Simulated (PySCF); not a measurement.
B3LYP has the VWN-RPA correlation part, as in Gaussian. 

```xyz
18

N     -3.9873    -0.4844     0.1643
Ge    -2.6053     0.7347     0.1779
Ge    -0.8341     0.3026    -1.4453
Ge     0.9317     1.9676    -1.3834
Ge     2.6778     1.4851    -3.0001
C      4.1104     2.8794    -2.8587
O      5.0581     2.7497    -2.1338
H     -3.7018    -1.4314     0.4022
H     -4.4924    -0.5229    -0.7180
H     -3.2260     2.1144    -0.1138
H     -2.0064     0.7131     1.5971
H     -0.2005    -1.0829    -1.1887
H     -1.4170     0.2703    -2.8762
H      0.3415     3.3615    -1.6855
H      1.5623     2.0202     0.0228
H      3.3111     0.1135    -2.7143
H      2.0846     1.5097    -4.4248
H      3.9768     3.8175    -3.4676
```

Charge 0, multiplicity 1.

Question: Give the Mulliken and meta-Löwdin atomic charges from B3LYP-D3(BJ)/def2-TZVP // PBE0-D4/def2-SVP in PySCF.

Answer: 
```
atom  Mulliken (e)  meta-Löwdin (e)
----  ------------  ---------------
N1           -0.60            -0.69
Ge2           0.27             0.45
Ge3          -0.05             0.04
Ge4          -0.03             0.09
Ge5           0.10             0.24
C6            0.05             0.12
O7           -0.22            -0.35
H8            0.22             0.22
H9            0.22             0.22
H10          -0.01            -0.07
H11          -0.01            -0.07
H12          -0.01            -0.05
H13          -0.01            -0.05
H14           0.00            -0.05
H15           0.01            -0.04
H16           0.00            -0.04
H17          -0.01            -0.06
H18           0.08             0.07
```
